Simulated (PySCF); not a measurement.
CH12N2Si3, SMILES N[SiH2]C(N)([SiH3])[SiH3].

Geometry optimised at PBE0-D3(BJ)/def2-SVP. A frequency run showed that this geometry is not a minimum. The structure was generated by enumeration, and PubChem lists no compound with its InChIKey, so it may never have been made. One conformer was computed; it need not be the lowest.

Two levels are set side by side: PBE/def2-TZVP (PySCF) and M06-2X/def2-TZVP (PySCF). Same geometry, gas phase. Differences are taken from unrounded values.

```json
[
 {"quantity": "orbital gap (eV)", "M06-2X": "8.45", "PBE": "4.46", "PBE minus M06-2X": "-3.99"},
 {"quantity": "highest occupied level (eV)", "M06-2X": "-7.82", "PBE": "-5.32", "PBE minus M06-2X": "2.50"},
 {"quantity": "lowest empty level (eV)", "M06-2X": "0.63", "PBE": "-0.86", "PBE minus M06-2X": "-1.49"},
 {"quantity": "dipole moment (D)", "M06-2X": "2.54", "PBE": "2.66", "PBE minus M06-2X": "0.12"}
]
```

Without exact exchange PBE keeps part of each electron's self-repulsion, which lifts occupied levels and narrows the gap. Differences between two approximate levels are no errors against the true value.

Rough cost on one machine, each run with all the roots and properties that it gave: M06-2X against PBE within a factor of 2.
